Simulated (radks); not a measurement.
F0.1+, configuration 1s1.9 2s2 2p5 (fractional occupations, a model configuration). Method: scalar-relativistic Kohn-Sham, PBEsol, spin-unpolarised, spherical densities, point nucleus; computed with a radial shooting solver on a logarithmic mesh with Libxc functionals. Some entries of the table are withheld. Estimate them.

orbital,occ.,eigenvalue (eV),r(max) (bohr)
1s,1.9,(1),0.1143
2s,2,(2),(3)
2p,5,(4),(5)

Answer. 
(1) 1s eigenvalue (eV): -669.9108
(2) 2s eigenvalue (eV): -31.5951
(3) 2s r(max) (bohr): 0.7598
(4) 2p eigenvalue (eV): -12.8717
(5) 2p r(max) (bohr): 0.6953
